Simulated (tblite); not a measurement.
Species: C8H6O2.
Numbering: `[CH2:1]=[CH:2][C:3]1=[CH:4][C:5](=[O:6])[CH:7]=[CH:8][C:9]1=[O:10]` (hydrogens: H11, H12 on C1; H13 on C2; H14 on C4; H15 on C7; H16 on C8)

Computed geometry: GFN2-xTB, gas phase.

Question: What internal coordinates does the optimisation give?

Answer: 
```json
{"bond": "C1=C2", "length (Å)": "1.332"}
{"bond": "C2–C3", "length (Å)": "1.453"}
{"bond": "C3=C4", "length (Å)": "1.353"}
{"bond": "C4–C5", "length (Å)": "1.461"}
{"bond": "C5=O6", "length (Å)": "1.218"}
{"bond": "C5–C7", "length (Å)": "1.476"}
{"bond": "C7=C8", "length (Å)": "1.333"}
{"bond": "C8–C9", "length (Å)": "1.478"}
{"bond": "C9=O10", "length (Å)": "1.214"}
{"bond": "C3–C9", "length (Å)": "1.493"}
{"bond": "C1–H11", "length (Å)": "1.075"}
{"bond": "C1–H12", "length (Å)": "1.077"}
{"bond": "C2–H13", "length (Å)": "1.084"}
{"bond": "C4–H14", "length (Å)": "1.083"}
{"bond": "C7–H15", "length (Å)": "1.081"}
{"bond": "C8–H16", "length (Å)": "1.082"}
```

A selection of angles:
```json
{"angle": "C2–C1–H11", "degrees": "122.4"}
{"angle": "C2–C1–H12", "degrees": "120.7"}
{"angle": "H11–C1–H12", "degrees": "117.0"}
{"angle": "C1–C2–C3", "degrees": "127.1"}
{"angle": "C1–C2–H13", "degrees": "119.2"}
{"angle": "C3–C2–H13", "degrees": "113.6"}
{"angle": "C2–C3–C4", "degrees": "119.0"}
{"angle": "C2–C3–C9", "degrees": "121.8"}
{"angle": "C4–C3–C9", "degrees": "119.2"}
{"angle": "C3–C4–C5", "degrees": "124.6"}
{"angle": "C3–C4–H14", "degrees": "120.2"}
{"angle": "C5–C4–H14", "degrees": "115.1"}
{"angle": "C4–C5–O6", "degrees": "122.4"}
{"angle": "C4–C5–C7", "degrees": "115.5"}
{"angle": "O6–C5–C7", "degrees": "122.1"}
{"angle": "C5–C7–C8", "degrees": "121.3"}
{"angle": "C5–C7–H15", "degrees": "116.4"}
{"angle": "C8–C7–H15", "degrees": "122.3"}
{"angle": "C7–C8–C9", "degrees": "123.4"}
{"angle": "C7–C8–H16", "degrees": "121.9"}
{"angle": "C9–C8–H16", "degrees": "114.7"}
{"angle": "C8–C9–O10", "degrees": "120.0"}
{"angle": "C3–C9–C8", "degrees": "116.0"}
{"angle": "C3–C9–O10", "degrees": "124.1"}
```

Torsions: C1–C2–C3–C4 180° (antiperiplanar); C2–C3–C4–C5 180° (antiperiplanar); C3–C4–C5–O6 180° (antiperiplanar); C4–C5–C7–C8 0° (synperiplanar); C5–C7–C8–C9 0° (synperiplanar); C7–C8–C9–O10 180° (antiperiplanar); C2–C3–C9–C8 180° (antiperiplanar).

Of the pairs four or more bonds apart, O10···H11 is among the closest relative to their van der Waals radii: 2.19 Å, 81 % of the sum of Bondi's values. The 6-membered ring C3–C4–C5–C7–C8–C9 has internal angles of 115.5° to 124.6°; it is planar, 0.00 Å rms from its mean plane, widest ring torsion 0°. The 8 C–C bonds span 1.332 Å (C1=C2, drawn double) to 1.493 Å (C3–C9, drawn single), a spread of 0.161 Å. The 10 heavy atoms lie in one plane (0.001 Å rms).

Point group: Cs (every atom within 0.08 Å of its image). GFN2-xTB frequencies show an imaginary mode (36i cm⁻¹), so the point is no minimum at that level.
